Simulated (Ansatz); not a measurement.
The same ligand exchange along the group B, Ga, In.

Gas-phase electronic energies from Ansatz, PBE0-D4/def2-TZVP geometries. CCSD(T)/CBS is the MP2 limit (def2-TZVPP, def2-QZVPP) plus CCSD(T) − MP2 in def2-TZVPP, frozen cores. This one scheme is used for every species. DFT in def2-TZVPP. B3LYP here is the variant with VWN-RPA as its local correlation; programs differ in this. def2 core potentials past Kr. For Ga, In outer-core shells are correlated without core-valence functions, which leaves a few kJ/mol of doubt a bond. Scalar relativity is left out up to krypton. Each species was taken in one conformer, which may not be the lowest.

| reaction | B3LYP-D4 (kJ/mol) | B97M-V (kJ/mol) | MP2/CBS(def2) (kJ/mol) | ωB97X-V (kJ/mol) |
| --- | --- | --- | --- | --- |
| `[SiH3]OB(Cl)Cl` + NH₃ → `NB(Cl)O[SiH3]` + HCl | -27 | -22 | -20 | -25 |
| `[SiH3][O][Ga]([Cl])[Cl]` + NH₃ → `[NH2][Ga]([Cl])[O][SiH3]` + HCl | 69 | 76 | 64 | 67 |
| `[SiH3][O][In]([Cl])[Cl]` + NH₃ → `[NH2][In]([Cl])[O][SiH3]` + HCl | 96 | 103 | 93 | 96 |

Problem. Give the CCSD(T)/CBS values in the same order. (An estimate is asked.)

Solution. Ansatz gave: -25, 63, 93 kJ/mol.

Largest T1 diagnostic: 0.014, for `[NH2][In]([Cl])[O][SiH3]`.
